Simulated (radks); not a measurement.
Polarisabilities and homonuclear dispersion coefficients (atomic units). Method: non-relativistic Kohn-Sham, LDA (Slater exchange, Perdew-Wang correlation), spin-unpolarised, spherical densities, point nucleus; computed with a radial shooting solver on a logarithmic mesh with Libxc functionals. Response by self-consistent Sternheimer equations with the Hartree and adiabatic LDA kernel. For heavy and open-shell atoms this level of theory can miss by tens of per cent. "Uncoupled" leaves out the induced potential. Quadrupole and octupole values are given only where no p, d or f shell is open. The Sternheimer factor gamma scales a distant field gradient at the nucleus by 1 - gamma.

| species | configuration | alpha1 (bohr^3) | alpha1, uncoupled | alpha2 (bohr^5) | alpha3 (bohr^7) | C6 | C8 | Sternheimer gamma | recommended alpha1 |
|---|---|---|---|---|---|---|---|---|---|
| Cr | [Ar] 3d5 4s1 | 76.90 | 128.4 | - | - | 658.4 | - | - | 83 +/- 12 |
| Mn2+ | [Ar] 3d5 | 4.444 | 5.531 | - | - | 13.21 | - | - | - |
| Ge+ | [Ar] 3d10 4s2 4p1 | 18.94 | 30.38 | - | - | 109.3 | - | - | - |
| Ru3+ | [Kr] 4d5 | 5.092 | 7.430 | - | - | 23.37 | - | - | - |
| K+ | [Ar] | 5.744 | 8.887 | 18.27 | 123.3 | 24.69 | 434.9 | -20.1 | - |

Recommended values: Schwerdtfeger and Nagle, table of static dipole polarisabilities (2023 update), measured or computed.

Beside tabulated values, note that relativity, absent from the non-relativistic runs, is large for the heavy elements, and spin-unpolarised runs miss the spin-polarisation part of the exchange energy of open shells.
